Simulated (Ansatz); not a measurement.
Isolated molecules relaxed with PBE0-D4/def2-TZVP in Ansatz; ΔE leaves out vibrations. CBS: MP2 limit from def2 TZ/QZ plus the TZ coupled-cluster correction, frozen cores. This one scheme is used for every species, atoms too. Functionals use def2-TZVPP. Open shells (•) are unrestricted, without spin–orbit coupling. Spin–orbit coupling would lower the free atoms: a little for F; clearly for Br; strongly for In. Elements past krypton have def2 core potentials. For Br, In outer-core shells are correlated without core-valence functions, so the limit isn't a true one: a few kJ/mol of doubt a bond, and 10 to 20 or more in all where bonds break to atoms. Scalar relativity is left out up to krypton.

Consider the atomization: `[F][In]([F])[Br]` → Br• + 2 F• + In•.

CCSD(T)/CBS gives +1139.1 kJ/mol.

Problem. Another level gave +1078.1 kJ/mol. Which?
A. CCSD(T)/def2-TZVPP
B. BHLYP/def2-TZVPP
C. r2SCAN-D4/def2-TZVPP
D. PBE0/def2-TZVPP

Solution. A. CCSD(T)/def2-TZVPP 1078.1, PBE0 1082.1, BHLYP 999.9, r2SCAN-D4 1123.6 kJ/mol.

Largest T1 diagnostic among the species: 0.015.

From r2SCAN to r2SCAN0 (25 % exact exchange), in def2-TZVPP and without D4, ΔE moves by −57.1 kJ/mol: exact exchange takes away binding that semilocal exchange gives to molecules. The D4 term adds +13.6 kJ/mol with B3LYP and +7.1 kJ/mol with PBE0; it sums over pairs of atoms, weighted by their polarisabilities, and B3LYP, whose exchange is more repulsive, gets the larger term. In def2-TZVPP, CCSD(T) changes the Hartree–Fock value by +343.3 kJ/mol (the triples alone add +33.3 kJ/mol) and MP2 by +412.0 kJ/mol; breaking electron pairs costs correlation energy, which Hartree–Fock lacks.

B3LYP here is the variant with VWN-RPA as its local correlation; programs differ in this.

For atomizations the MP2-based limit and the directly extrapolated one differ by several kJ/mol either way, and by 10 to 25 for some Ge, Se and Sn compounds, so smaller differences from it don't rank the levels.
